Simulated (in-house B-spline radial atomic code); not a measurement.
# Two electrons outside the 1s2 core: Co XXIV (Co23+)

Computed with a B-spline radial code for spherical atoms: configuration interaction (CI) of the two valence electrons in the field of the frozen Dirac-Fock core, alone and with many-body perturbation theory for the core (screened one- and two-electron correlation potentials), Breit and QED terms; no-pair Dirac Hamiltonian, finite nucleus. Labels give the configuration (outer n counted up each series) and the leading LS term, or the jj pair where no LS term holds 70 %.

Command:
```bash
python run_mb.py task.json out
```
Settings (nuclear radius in fm, box in bohr, cutoff in hartree):
```
basis_form          3
Z                   27
core_configuration  1s2
rms_radius          3.7875
mass_number         59
speed_of_light      137.036
box_radius          3.6
lmax                6
intervals           59
virtual_cutoff      1458.0
```

Time taken, with all properties: 20 s on 1 thread of AMD EPYC 9R45, on a shared host.

Excitation energies (eV):

```json
{"level": "2s2 1S0", "purity of the LS term": "0.999", "CI alone": "0", "CI + MBPT + Breit + QED": "0"}
{"level": "2s2p 3P°0", "purity of the LS term": "1.0", "CI alone": "45.086", "CI + MBPT + Breit + QED": "45.062"}
{"level": "2s2p 3P°1", "purity of the LS term": "0.969", "CI alone": "49.716", "CI + MBPT + Breit + QED": "49.422"}
{"level": "2s2p 3P°2", "purity of the LS term": "1.0", "CI alone": "63.869", "CI + MBPT + Breit + QED": "63.098"}
{"level": "2s2p 1P°1", "purity of the LS term": "0.968", "CI alone": "99.854", "CI + MBPT + Breit + QED": "99.064"}
{"level": "2p2 3P0", "purity of the LS term": "0.925", "CI alone": "124.76", "CI + MBPT + Breit + QED": "124.31"}
{"level": "2p2 3P1", "purity of the LS term": "1.0", "CI alone": "135.93", "CI + MBPT + Breit + QED": "135.05"}
{"level": "2p2 (1/2,3/2)2", "purity of the LS term": "0.695 (3P)", "CI alone": "142.38", "CI + MBPT + Breit + QED": "141.08"}
{"level": "2p2 (3/2,3/2)2", "purity of the LS term": "0.694 (1D)", "CI alone": "161.28", "CI + MBPT + Breit + QED": "159.76"}
{"level": "2p2 1S0", "purity of the LS term": "0.924", "CI alone": "188.68", "CI + MBPT + Breit + QED": "187.76"}
{"level": "2s3s 3S1", "purity of the LS term": "1.0", "CI alone": "?", "CI + MBPT + Breit + QED": "?"}
{"level": "2s3s 1S0", "purity of the LS term": "1.0", "CI alone": "1209.1", "CI + MBPT + Breit + QED": "1208.4"}
{"level": "2s3p (1/2,1/2)°1", "purity of the LS term": "0.628 (3P)", "CI alone": "1221.9", "CI + MBPT + Breit + QED": "1221"}
{"level": "2s3p 3P°0", "purity of the LS term": "1.0", "CI alone": "?", "CI + MBPT + Breit + QED": "?"}
{"level": "2s3p (1/2,3/2)°1", "purity of the LS term": "0.624 (1P)", "CI alone": "1226.7", "CI + MBPT + Breit + QED": "1225.7"}
{"level": "2s3p 3P°2", "purity of the LS term": "1.0", "CI alone": "1227.3", "CI + MBPT + Breit + QED": "1226.3"}
{"level": "2s3d 3D1", "purity of the LS term": "0.999", "CI alone": "1238.6", "CI + MBPT + Breit + QED": "1237.5"}
{"level": "2s3d 3D2", "purity of the LS term": "0.993", "CI alone": "1239.3", "CI + MBPT + Breit + QED": "1238.2"}
{"level": "2s3d 3D3", "purity of the LS term": "1.0", "CI alone": "1240.5", "CI + MBPT + Breit + QED": "1239.3"}
{"level": "2s3d 1D2", "purity of the LS term": "0.993", "CI alone": "1248.2", "CI + MBPT + Breit + QED": "1247.1"}
{"level": "2p3s 3P°0", "purity of the LS term": "1.0", "CI alone": "1257.2", "CI + MBPT + Breit + QED": "1256.3"}
{"level": "2p3s 3P°1", "purity of the LS term": "0.813", "CI alone": "1259.6", "CI + MBPT + Breit + QED": "1258.6"}
{"level": "2p3p (1/2,1/2)1", "purity of the LS term": "0.698 (3D)", "CI alone": "1271.6", "CI + MBPT + Breit + QED": "1270.6"}
{"level": "2p3s 3P°2", "purity of the LS term": "0.998", "CI alone": "1276.2", "CI + MBPT + Breit + QED": "1274.6"}
{"level": "2p3p 3D2", "purity of the LS term": "0.821", "CI alone": "1281.1", "CI + MBPT + Breit + QED": "1279.9"}
{"level": "2p3p (1/2,3/2)1", "purity of the LS term": "0.286 (3S)", "CI alone": "1281.3", "CI + MBPT + Breit + QED": "1280.1"}
{"level": "2p3s 1P°1", "purity of the LS term": "0.817", "CI alone": "1281.9", "CI + MBPT + Breit + QED": "1280.3"}
{"level": "2p3p 3P0", "purity of the LS term": "0.869", "CI alone": "1283.3", "CI + MBPT + Breit + QED": "1282.3"}
{"level": "2p3d 3F°2", "purity of the LS term": "0.773", "CI alone": "1288.4", "CI + MBPT + Breit + QED": "1287.2"}
{"level": "2p3d 3F°3", "purity of the LS term": "0.752", "CI alone": "1294.5", "CI + MBPT + Breit + QED": "1293.1"}
```

**Question.** Where does 2s3s 3S1 lie?

**Answer.** 1200.4 eV in CI alone and 1199.5 eV with all corrections.

**Question.** Where does 2s3p 3P°0 lie?

**Answer.** 1221.9 eV in CI alone and 1221.1 eV with all corrections.

**Question.** What is the first ionisation energy?

**Answer.** 2120.3 eV to the 2s1/2 state of the next ion (2121.5 eV from CI alone). NIST lists 2119.4 ± 1.9 eV (semi-empirical).

Some electric-dipole lines (reduced elements in atomic units, length form; vacuum wavelengths from the computed energies):

```
           upper      lower  D bare (size)  D with core polarisation (size)  λ (nm)  A (s⁻¹)
       2s2p 3P°1    2s2 1S0         0.0394                           0.0393  25.087  6.6e+07
       2s2p 1P°1    2s2 1S0          0.249                            0.249  12.516  2.1e+10
         2p2 3P0  2s2p 3P°1           0.17                            0.169  16.556  1.3e+10
         2p2 3P1  2s2p 3P°0          0.168                            0.168  13.778  7.3e+09
         2p2 3P1  2s2p 3P°1          0.143                            0.143  14.479  4.5e+09
  2p2 (1/2,3/2)2  2s2p 3P°1          0.191                            0.191  13.526    6e+09
  2p2 (3/2,3/2)2  2s2p 3P°1          0.047                           0.0469  11.237  6.3e+08
         2p2 1S0  2s2p 3P°1        0.00886                          0.00885  8.9623  2.2e+08
        2s3s 1S0  2s2p 3P°1        0.00336                          0.00339  1.0698  1.9e+10
2s3p (1/2,1/2)°1    2s2 1S0         0.0939                            0.094  1.0154  5.7e+12
```

Weak lines are less accurate than strong ones.
